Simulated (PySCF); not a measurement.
A calculated (PBE, PySCF 2.14, cc-pVTZ-DK, the spin-free X2C one-electron Hamiltonian (Gaussian nucleus)) atom or ion has these occupied shells.

```json
{"shell": "1s", "electrons": "2", "orbital energy (eV)": "-60.317", "rms radius, mean of both spins (bohr)": "0.675"}
```

(1) Name the element and its charge.

## Answers

(1) Li⁺ (lithium, charge +1), in 1s2, closed-shell 1S.
